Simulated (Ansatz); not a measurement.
Ansatz results at the PBE0-D4/def2-TZVP geometry: LUMO energy (B3LYP/def2-TZVPP) 0.29 eV; size of the dipole moment (ωB97M-V/def2-TZVPP) 0.19 D; ideal-gas entropy at 298 K and 1 bar (rigid rotor, harmonic PBE0-D4/def2-TZVP) 319 J/(mol·K).

Question: Which molecule gave them?
A. `CC1C=CCC1`
B. `CC#CCCC`
C. `C=CCCC=C`
D. `[As]12[As]3[As]1[As]23`

Answer: A. The others give `CC#CCCC`: 0.77, 0.13, 369; `C=CCCC=C`: -0.06, 0.44, 350; `[As]12[As]3[As]1[As]23`: -1.14, 0.00, 324.

B3LYP here is the variant with VWN-RPA as its local correlation; programs differ in this.
